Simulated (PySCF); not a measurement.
C₂H₇FOSi (SMILES CCO[SiH2]F), singlet, geometry from GFN2-xTB, atoms displaced at random by about 0.08 Å a coordinate; R2SCAN/STO-3G, gradient run with PySCF.

Here is a job for PySCF.
```python
from pyscf import gto, scf, dft

mol = gto.Mole()
mol.atom = '''
    Si    1.312897    0.235517    0.431753
    F     1.854847    0.602880   -1.040747
    O    -0.419150    0.184371    0.408325
    C    -1.091972   -0.792940   -0.151192
    C    -2.564867   -0.348253   -0.214234
    H     1.978148   -0.782315    0.930557
    H     1.313430    1.607892    1.144757
    H    -1.063328   -1.777453    0.159071
    H    -0.904533   -0.843122   -1.368209
    H    -2.893664    0.565260   -0.412709
    H    -3.285831   -1.069850   -0.497820
    H    -2.787011   -0.541319    0.913357
'''
mol.basis = 'sto-3g'
mol.charge = 0
mol.spin = 0
mol.verbose = 4
mol.build()

mf = dft.RKS(mol)
mf.xc = 'r2scan'
mf.grids.level = 0
mf.kernel()
g = mf.nuc_grad_method()
g.grid_response = True
grad = g.kernel()
```

The log (banner, timings and long lists left out):

```
PySCF version 2.14.0

[INPUT] verbose = 4
[INPUT] num. atoms = 12
[INPUT] num. electrons = 50
[INPUT] charge = 0
[INPUT] spin (= nelec alpha-beta = 2S) = 0
[INPUT] symmetry False subgroup None
[INPUT] Mole.unit = angstrom
[INPUT] Symbol           X                Y                Z      unit          X                Y                Z       unit  Magmom
[INPUT]  1 Si     1.312897000000   0.235517000000   0.431753000000 AA    2.481015759763   0.445062627679   0.815894923459 Bohr   0.0
[INPUT]  2 F      1.854847000000   0.602880000000  -1.040747000000 AA    3.505152832971   1.139278085978  -1.966726794963 Bohr   0.0
[INPUT]  3 O     -0.419150000000   0.184371000000   0.408325000000 AA   -0.792078705111   0.348410695312   0.771622419813 Bohr   0.0
[INPUT]  4 C     -1.091972000000  -0.792940000000  -0.151192000000 AA   -2.063528015694  -1.498439433213  -0.285711472225 Bohr   0.0
[INPUT]  5 C     -2.564867000000  -0.348253000000  -0.214234000000 AA   -4.846896175935  -0.658102792058  -0.404843586570 Bohr   0.0
[INPUT]  6 H      1.978148000000  -0.782315000000   0.930557000000 AA    3.738157953856  -1.478361093139   1.758497873297 Bohr   0.0
[INPUT]  7 H      1.313430000000   1.607892000000   1.144757000000 AA    2.482022983787   3.038475517879   2.163277209179 Bohr   0.0
[INPUT]  8 H     -1.063328000000  -1.777453000000   0.159071000000 AA   -2.009398700582  -3.358899369287   0.300600624361 Bohr   0.0
[INPUT]  9 H     -0.904533000000  -0.843122000000  -1.368209000000 AA   -1.709319640631  -1.593269669596  -2.585540291165 Bohr   0.0
[INPUT] 10 H     -2.893664000000   0.565260000000  -0.412709000000 AA   -5.468232456513   1.068186589172  -0.779906979143 Bohr   0.0
[INPUT] 11 H     -3.285831000000  -1.069850000000  -0.497820000000 AA   -6.209320681606  -2.021723494366  -0.940743459331 Bohr   0.0
[INPUT] 12 H     -2.787011000000  -0.541319000000   0.913357000000 AA   -5.266687496150  -1.022944656023   1.725994583954 Bohr   0.0

nuclear repulsion = 245.54213074752
number of shells = 24
number of NR pGTOs = 108
number of NR cGTOs = 36
basis = sto-3g
ecp = {}

******** <class 'pyscf.dft.rks.RKS'> ********
method = RKS
initial guess = minao
damping factor = 0
level_shift factor = 0
DIIS = <class 'pyscf.scf.diis.CDIIS'>
diis_start_cycle = 1
diis_space = 8
diis_damp = 0
SCF conv_tol = 1e-09
SCF conv_tol_grad = None
SCF max_cycles = 50
direct_scf = True
direct_scf_tol = 1e-13
XC library pyscf.dft.libxc version 7.1.2
    S. Lehtola, C. Steigemann, M. J. T. Oliveira, and M. A. L. Marques,  SoftwareX 7, 1–5 (2018)
XC functionals = r2scan
    J. W. Furness, A. D. Kaplan, J. Ning, J. P. Perdew, and J. Sun,  J. Phys. Chem. Lett. 11, 8208–8215 (2020)
    J. W. Furness, A. D. Kaplan, J. Ning, J. P. Perdew, and J. Sun,  J. Phys. Chem. Lett. 11, 9248–9248 (2020)
    J. W. Furness, A. D. Kaplan, J. Ning, J. P. Perdew, and J. Sun,  J. Phys. Chem. Lett. 11, 8208–8215 (2020)
    J. W. Furness, A. D. Kaplan, J. Ning, J. P. Perdew, and J. Sun,  J. Phys. Chem. Lett. 11, 9248–9248 (2020)
radial grids:
    Treutler-Ahlrichs [JCP 102, 346 (1995); DOI:10.1063/1.469408] (M4) radial grids

becke partition: Becke, JCP 88, 2547 (1988); DOI:10.1063/1.454033
pruning grids: <function nwchem_prune>
grids dens level: 0
symmetrized grids: False
atomic radii adjust function: <function treutler_atomic_radii_adjust>
small_rho_cutoff = 0
Set gradient conv threshold to 3.16228e-05
Initial guess from minao.
tot grids = 10312
init E= -538.482804635977
  HOMO = -0.320963622856277  LUMO = 0.0599494146685109  gap/eV = 10.36517
cycle= 1 E= -537.976125788619  delta_E= 0.507  |g|= 0.657  |ddm|= 4.11
  HOMO = 0.0450379475156518  LUMO = 0.219452131857224  gap/eV = 4.74605
cycle= 2 E= -537.748757884584  delta_E= 0.227  |g|= 1.12  |ddm|= 2.78
  HOMO = -0.10668400160504  LUMO = 0.2000006502109  gap/eV = 8.34531
cycle= 3 E= -538.142548655256  delta_E= -0.394  |g|= 0.0627  |ddm|= 1.76
  HOMO = -0.0936335423961256  LUMO = 0.206269976829329  gap/eV = 8.16079
cycle= 4 E= -538.143093608277  delta_E= -0.000545  |g|= 0.0499  |ddm|= 0.168
  HOMO = -0.102148465660869  LUMO = 0.201461069151308  gap/eV = 8.26164
cycle= 5 E= -538.143914915296  delta_E= -0.000821  |g|= 0.0087  |ddm|= 0.0848
  HOMO = -0.102085794589149  LUMO = 0.201003010233674  gap/eV = 8.24747
cycle= 6 E= -538.143945719802  delta_E= -3.08e-05  |g|= 0.00184  |ddm|= 0.0177
  HOMO = -0.102253737219472  LUMO = 0.20098837210103  gap/eV = 8.25164
cycle= 7 E= -538.143946838865  delta_E= -1.12e-06  |g|= 0.00033  |ddm|= 0.00305
  HOMO = -0.102251698669361  LUMO = 0.201040966691164  gap/eV = 8.25301
cycle= 8 E= -538.143946880229  delta_E= -4.14e-08  |g|= 4.74e-05  |ddm|= 0.000603
  HOMO = -0.102253610891312  LUMO = 0.201036392962351  gap/eV = 8.25294
cycle= 9 E= -538.14394688117  delta_E= -9.4e-10  |g|= 1.12e-05  |ddm|= 0.000104
  HOMO = -0.102257029628214  LUMO = 0.20103406238255  gap/eV = 8.25297
Extra cycle  E= -538.143946881172  delta_E= -1.71e-12  |g|= 1.11e-05  |ddm|= 3.64e-05
converged SCF energy = -538.143946881172

******** <class 'pyscf.grad.rks.Gradients'> for <class 'pyscf.dft.rks.RKS'> ********
unit = Eh/Bohr
grid_response = True
--------------- RKS gradients ---------------
         x                y                z
0 Si     0.0743505723    -0.1221845197     0.0021177761
1 F    -0.0074473790     0.0031669916     0.0283185750
2 O    -0.0799371176    -0.0735437934    -0.0682469403
3 C     0.0567856413    -0.0098677630     0.2046940259
4 C     0.0000714187     0.1214243223    -0.1508097100
5 H    -0.0421639790     0.0703158579    -0.0376853217
6 H    -0.0124538736     0.0381611679     0.0050453791
7 H    -0.0079436057     0.0712143744    -0.0337158689
8 H    -0.0109770072     0.0110751655    -0.0521151594
9 H     0.0154882823    -0.1060094806     0.0327799002
10 H     0.0119766562     0.0280320022     0.0444519279
11 H     0.0022503911    -0.0317843250     0.0251654161
----------------------------------------------
```
